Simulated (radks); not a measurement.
The numbers below are computed, except where a source is named.
The sulfur anion S-, [Ne] 3s2 3p5, held by a Watson sphere: a shell of charge +1 at radius R that stands for the Madelung well of a crystal (potential energy -1/R inside, -1/r outside, in hartree with lengths in bohr). Code: a radial shooting solver on a logarithmic mesh with Libxc functionals. Model: non-relativistic Kohn-Sham, LDA (Slater exchange, VWN5 correlation), spin-polarised, spherical densities, point nucleus; open shells are filled with parallel spins first. Response by self-consistent Sternheimer equations with the Hartree and adiabatic LDA kernel. The sphere does not respond.

R (bohr)  e(3s down) (eV)  e(3p up) (eV)  e(3p down) (eV)  <r> 3p (bohr)  sum of <r^2> (bohr^2)  X-ray form factor at sin(theta)/lambda = 0.1 1/angstrom  alpha (bohr^3)
2.01              -17.349         -8.162           -7.465          2.088                  34.55                                                   14.859           22.65
2.11              -17.179         -8.045           -7.354          2.104                  35.01                                                   14.837           23.42
2.41              -16.680         -7.670           -6.995          2.150                  36.33                                                   14.775           25.95
3.17              -15.548         -6.682           -6.034          2.245                  39.17                                                   14.658           33.43
3.29              -15.388         -6.531           -5.886          2.257                  39.54                                                   14.644           34.70
3.63              -14.963         -6.123           -5.485          2.289                  40.50                                                   14.610           38.34
4.02              -14.523         -5.689           -5.056          2.318                  41.43                                                   14.581           42.53
4.3               -14.234         -5.402           -4.771          2.336                  42.00                                                   14.564           45.50
4.31              -14.224         -5.392           -4.762          2.337                  42.02                                                   14.563           45.61
